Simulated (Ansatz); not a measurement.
CH6BBrSn (`C[B](Br)[SnH3]`). The species carries charge 0 and has multiplicity 1. Sn takes the def2 core potential. The structure was optimised at the PBE0-D4/def2-TZVP level.

```xyz
10

C     0.926   -1.284    0.588
B    -0.285   -0.318    0.622
Br   -1.608   -0.499    1.997
Sn   -0.619    1.324   -0.895
H     1.861   -0.715    0.526
H     0.983   -1.983    1.424
H     0.887   -1.857   -0.348
H    -2.119    1.129   -1.688
H     0.607    1.348   -2.090
H    -0.634    2.855   -0.135
```

Q: What is the dipole moment at ωB97M-V/def2-TZVPP? (Estimate.)

A: Computed: 1.52 D, with components (1.19, -0.94, -0.06) D in this frame, pointing from negative to positive charge.

Q: And with PBE, r2SCAN, B3LYP? (An estimate is asked.)

A: The calculation gave: PBE 1.49 D, r2SCAN 1.55 D, B3LYP 1.51 D.

Q: Give the Mulliken charges with ωB97M-V, PBE, B3LYP in def2-TZVPP. (An estimate is asked.)

A: The calculation gave: 
```
atom  ωB97M-V    PBE  B3LYP
  C1    -0.29  -0.27  -0.26
  B2    -0.04  -0.07  -0.04
 Br3    -0.05  -0.05  -0.07
 Sn4     0.29   0.39   0.44
  H5     0.12   0.12   0.11
  H6     0.12   0.11   0.11
  H7     0.13   0.12   0.11
  H8    -0.09  -0.11  -0.13
  H9    -0.10  -0.13  -0.14
 H10    -0.09  -0.11  -0.13
```

B3LYP here is the variant with VWN-RPA as its local correlation; programs differ in this.
